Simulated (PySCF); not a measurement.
Si(Cl)2(F)(SiH3) (Cl₂FH₃Si₂), SMILES F[Si]([SiH3])(Cl)Cl. Geometry: r2SCAN-D4/def2-SVP. The structure was generated by enumeration, and PubChem lists no compound with its InChIKey, so it may never have been made.

Give the equilibrium geometry at r2SCAN-D4/def2-SVP (PySCF confirms it by a frequency run) as Cartesian coordinates in Å, and its point group. (The exact figures need the calculation; the answer reports its results.)

point group Cs.
```xyz
8

F     -0.3007     1.8788     0.0000
Si    -0.0825     0.2749     0.0000
Si     2.1807    -0.2710     0.0000
Cl    -1.0177    -0.4643     1.6767
Cl    -1.0177    -0.4643    -1.6767
H      2.8223     0.2899    -1.2243
H      2.8223     0.2899     1.2243
H      2.2876    -1.7587     0.0000
```
